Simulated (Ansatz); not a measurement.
Calculated with Ansatz (gas phase, PBE0-D4/def2-TZVP geometries, no zero-point term in ΔE). CCSD(T)/CBS is the MP2 limit (def2-TZVPP, def2-QZVPP) plus CCSD(T) − MP2 in def2-TZVPP, frozen cores. This one scheme is used for every species. DFT in def2-TZVPP. For Br outer-core shells are correlated without core-valence functions, which leaves a few kJ/mol of doubt a bond. Scalar relativity is left out up to krypton.

`[SiH3][SiH2]Cl` + HBr → `[SiH3][SiH2]Br` + HCl  (ligand exchange at the Si–Cl bond)

| level | ΔE (kJ/mol) | difference from CCSD(T)/CBS |
| --- | --- | --- |
| BLYP-D4 | 2.5 | 4.8 |
| PBE0-D4 | -1.5 | 0.8 |
| CAM-B3LYP-D4 | 2.6 | 4.9 |
| ωB97X-V | 0.7 | 3.0 |
| B2PLYP | 1.0 | 3.3 |
| HF/def2-SVP | 3.5 | 5.8 |
| CCSD/def2-SVP | 1.4 | 3.7 |
| CCSD(T)/def2-SVP | 1.3 | 3.6 |
| SCS-MP2/def2-QZVPP | -0.9 | 1.4 |
| CCSD/CBS(def2) | -2.1 | 0.2 |
| CCSD(T)/CBS | -2.3 | 0 |

Largest T1 diagnostic among the species: 0.011.

At CCSD(T), def2-SVP lies +3.6 kJ/mol from the extrapolated value and def2-TZVPP +1.5 kJ/mol. Leaving LDA and LC-ωPBE aside and taking each functional with its dispersion term where it has one, the values, not all of them listed here, spread over 5.6 kJ/mol, from PBE-QIDH to B97M-V.
